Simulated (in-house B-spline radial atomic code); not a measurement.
**RPA and G0W0 on r2SCAN: the indium ion In³⁺**

Configuration [Kr] 4d10, mean-field start r2SCAN. Computed with an all-electron radial atomic-structure program (B-spline basis): all electrons, non-relativistic, point nucleus, each spin shell either full or empty, empty states to l = 9 with an (l + 1/2)⁻⁴ tail; G0W0 by contour deformation at full frequency.

Without relativity these are model numbers: it shifts the levels of so heavy an element strongly and can reorder them.

Command:
```bash
python run_gw.py task.json out
```
Settings (radii: box in bohr, nucleus in fm):
```
Z                        49
electrons                46
configuration            [Kr] 4d10
hamiltonian              nr
method                   r2scan
lmax                     9
spin_polarised           False
box_radius               14.14
intervals                53
```

Run time, properties included: 3.1 s on 1 thread of Arm Neoverse N1 (shared host).

Energies (hartree):

```tsv
term	value
mean-field total	-5740.76053
Hartree-Fock functional on these orbitals	-5738.42634
direct second order	-3.9736
second-order exchange	1.0957
SOSEX correction	1.0235
```

(1) What is the RPA correlation energy, and what remains with SOSEX?

Quasi-particle levels (eV):

```
level  occupied  mean field  Σx - vxc     Σc  QP weight     G0W0
   4d       yes      -48.94     -8.48      ?          ?        ?
   5s        no      -30.65      5.56  -1.88      0.975  -26.968
```

G0W0 = mean field + (Σx - vxc) + Σc, with Σc (partial-wave tail included) taken at the quasi-particle energy. Only the outer levels were computed. Levels of low weight are left out.

(2) Where does G0W0 put 4d?

Results:

(1) RPA gives -3.5096 hartree (-2.08 eV per electron); RPA + SOSEX gives -2.4861, and the second-order doubles -2.8779 hartree (no singles). SOSEX takes back 29 % of the RPA value.

(2) At -57.00 eV, with Σc = 0.41 eV and a quasi-particle weight of 0.938. The tabulated removal energy is 55.45 ± 0.04 eV (NIST, measured); the calculation leaves out relativity, Breit and QED terms, and what these don't explain is the method's own error.
